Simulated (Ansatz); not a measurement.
## What each rung costs, and what it gives

Saddle point of SiH3OF3, closed shell (SiH₂OF₂ ([OH][SiH]([F])[F]) + HF → SiHF₃ ([F][SiH]([F])[F]) + H₂O; bonds formed: Si1–F7, O2–H6; bonds broken: Si1–O2, H6–F7), PBE0-D4/def2-TZVP structure:

```xyz
8
angstrom
Si -0.5436 0.3303 -0.0477
O 0.6415 -0.9766 -0.1776
F -1.2517 -0.0594 -1.4418
F 0.0187 1.7574 -0.4469
H -1.6633 0.2041 0.8818
H 1.0808 -0.4933 0.7585
F 0.6139 0.3687 1.4806
H 1.1037 -1.1313 -1.0067
```

Barriers are electronic and count from the start structure reached by relaxing down the imaginary mode.

Computed with Ansatz 0.2.0 (basis: as named in each row); correlated methods freeze the cores. B3LYP uses VWN-RPA correlation. Extrapolation: Hartree–Fock as exp(−7.88 √X), correlation as X^−2.97.

Times are rough, for one single point on 4 threads of a shared host (Arm Neoverse V1).

The estimate by CCSD(T) at an estimated basis limit (MP2 extrapolated from triple and quadruple zeta, plus CCSD(T) − MP2 in triple zeta) is 23.03 kcal/mol.

```tsv
method	basis	time (s)	barrier (kcal/mol)	method less estimate
HF	STO-3G	under 1	22.48	-0.54
PBE-D4	STO-3G	under 1	-20.15	-43.17
SPW92	def2-SVP	under 1	-1.38	-24.41
PBE-D4	def2-SVP	under 1	7.71	-15.31
B3LYP-D4	6-31G	under 1	5.72	-17.30
PBE0-D4	def2-SVP	under 1	11.63	-11.40
SPW92	def2-TZVPP	under 1	8.41	-14.62
PBE-D4	def2-TZVPP	1	17.21	-5.82
BLYP-D4	def2-TZVPP	2	21.14	-1.88
BHLYP-D4	def2-TZVPP	2	24.84	1.82
PBE0-D4	def2-TZVPP	2	19.78	-3.25
B3LYP-D4	def2-TZVPP	2	22.39	-0.63
CAM-B3LYP-D4	def2-TZVPP	2	20.80	-2.23
r2SCAN-D4	def2-TZVPP	3	17.70	-5.32
CCSD(T)	def2-SVP	3	18.48	-4.55
wB97M-V	def2-SVP	3	10.83	-12.20
RPA on PBE	def2-TZVPP	3	22.45	-0.58
B2PLYP	def2-TZVPP	4	22.68	-0.34
PBE-QIDH	def2-TZVPP	4	21.38	-1.64
r2SCAN0-D4	def2-TZVPP	4	19.80	-3.22
wB97X-V	def2-TZVPP	5	20.39	-2.64
B97M-V	def2-TZVPP	6	21.33	-1.69
wB97M-V	def2-TZVPP	6	19.60	-3.42
MP2	def2-QZVPP	12	22.52	-0.51
CCSD(T)	def2-TZVPP	97	22.84	-0.19
```

All methods are single points on the PBE0-D4 structures; a negative value means that the method puts the saddle structure below the start.

T1 diagnostic: at most 0.012.

Steps of this kind, hydrogen fluoride cutting a network bond, underlie vapour etching and the fluorination step of atomic layer etching.

Labels in which every atom is bracketed show which atoms are joined, not bond orders.
